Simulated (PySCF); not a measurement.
# Pr²⁺ (praseodymium, charge +2) across methods

[Xe] 4f2 6s1, one real determinant (an excited configuration). All numbers are calculated (PySCF 2.14, scalar relativity by spin-free X2C-1e, in x2c-TZVPPall with one added diffuse shell each of s, p, d, f type (12s8p8d5f2g, 129 functions)).

| method | E (hartree) | mean ε 5p β (eV) | mean ε 4f α (eV) | mean ε 6s α (eV) | Σ⟨r²⟩ (bohr²) | ⟨S²⟩ |
| --- | --- | --- | --- | --- | --- | --- |
| UHF | -9232.40928 | -44.753 | -32.667 | -17.206 | 54.48 | 3.751 |
| LDA | -9228.26 | -39.113 | -22.987 | -15.751 | 53.50 | 3.750 |
| PBE | -9235.43 | -38.894 | -22.996 | -15.479 | 53.63 | 3.750 |
| PBE0 | -9235.46 | -40.691 | -25.581 | -16.024 | 53.72 | 3.751 |

Q: Estimate the same row for r2SCAN.

A: E (hartree) = -9235.80; mean ε 5p β (eV) = -39.518; mean ε 4f α (eV) = -23.637; mean ε 6s α (eV) = -15.548; Σ⟨r²⟩ (bohr²) = 53.87; ⟨S²⟩ = 3.751.

⟨L²⟩ = 24.03 against 30 for a pure H term, so this real determinant mixes terms. Spin-orbit coupling, absent here, splits the open shell strongly.
